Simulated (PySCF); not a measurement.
The second ionisation energy along the 5d series

Calculated with PySCF 2.14 from differences of total energies of unrestricted determinants, without spin-orbit coupling. Values in eV. The last column holds reference values (NIST; (s) semi-empirical, (t) theoretical, else measured). Unmarked ones compare directly (S terms, centres of terms, or small fine structure); those marked * lie between the lowest fine-structure levels and include a spin-orbit shift.

```tsv
element	configurations	UHF	MP2 (valence)	SCS-MP2 (valence)	reference
Ir (def2-TZVP with the def2 core potential (60 electrons), ECP)	[Xe] 4f14 5d7 6s1 → [Xe] 4f14 5d7	16.334	17.222	16.949	17 ± 0.3 (s) *
Pt (def2-TZVP with the def2 core potential (60 electrons), ECP)	[Xe] 4f14 5d9 → [Xe] 4f14 5d8	16.924	18.414	18.305	18.56 ± 0.12 *
Au (def2-TZVP with the def2 core potential (60 electrons), ECP)	[Xe] 4f14 5d10 → [Xe] 4f14 5d9	19.053	20.662	20.511	20.203 ± 0.025 *
Hg (def2-TZVP with the def2 core potential (60 electrons), ECP)	[Xe] 4f14 5d10 6s1 → [Xe] 4f14 5d10	17.144	18.500	18.320	18.757
```

"Valence" correlates the outer s and p shells and, in groups 3 to 12 and the f block, the outer d or f shell, open or full, or the next shell where the ion has no valence electron left; the wider scheme adds the next inner shell.
